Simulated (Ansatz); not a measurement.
Cost and result for the atomization energy of CH$_{4}$N$_{2}$Si, SMILES `C1=N[SiH2]N1` (8 atoms, 8 bonds).

Total charge 0; spin multiplicity 1. The geometry is a stationary point of PBE0-D4/def2-TZVP. Program: Ansatz. All runs use 2 threads of an Arm Neoverse V2 on a shared host. Times are those of one run each, without the atoms' runs, and a repeat can differ threefold. Electronic energies, without spin–orbit coupling; frozen cores. CCSD(T)/CBS adds CCSD(T) − MP2 in def2-TZVPP to the MP2 limit, and its time is that of the two runs behind it. T1 = 0.015. HSE06 is the plane-wave form, built on full-range PBE exchange.

CCSD(T)/CBS is a level of theory with its own doubt, some kJ/mol a heavy atom from the limit and from the frozen cores, so smaller differences don't rank the functionals.

```
                             level  functions  wall time  atomization (kcal/mol)  difference from CCSD(T)/CBS  per bond
            LDA (SPW92)/def2-TZVPP        191      1.1 s                   823.4                        117.6      14.7
                BLYP-D4/def2-TZVPP        191      1.7 s                   714.3                          8.5       1.1
                  CCSD(T)/def2-SVP         80      1.7 s                   647.9                        -57.9      -7.2
   PBE-D4/def2-TZVPP (with forces)        191      2.1 s                   729.9                         24.1       3.0
               BHLYP-D4/def2-TZVPP        191      2.2 s                   680.8                        -25.0      -3.1
                PBE0-D4/def2-TZVPP        191      2.6 s                   709.4                          3.6       0.5
               HSE06-D4/def2-TZVPP        191      2.6 s                   710.1                          4.3       0.5
                 B2PLYP/def2-TZVPP        191      3.9 s                   700.7                         -5.1      -0.6
r2SCAN-D4/def2-TZVPP (with forces)        191        4 s                   705.4                         -0.4       -0.1
                ωB97X-V/def2-TZVPP        191      6.5 s                   713.6                          7.8       1.0
                    MP2/def2-QZVPP        361       17 s                   711.1                          5.3       0.7
                CCSD(T)/def2-TZVPP        191       46 s                   680.2                        -25.6      -3.2
                 CCSD(T)/CBS(def2)          –       63 s                   705.8                          0.0       0.0
```

At CCSD(T), def2-SVP lies −57.9 kcal/mol from the extrapolated value and def2-TZVPP −25.6 kcal/mol: correlation converges slowly with the basis, and small sets miss more of it in the bonded molecule than in its fragments. From r2SCAN to r2SCAN0 (25 % exact exchange), in def2-TZVPP and without D4, the atomization energy moves by −16.2 kcal/mol: exact exchange takes away binding that semilocal exchange gives to molecules. Leaving LDA and LC-ωPBE aside and taking each functional with its dispersion term where it has one, the values spread over 49.1 kcal/mol, from BHLYP-D4 to PBE-D4. LDA lies +97.2 kcal/mol from PBE without D4, its usual overbinding.
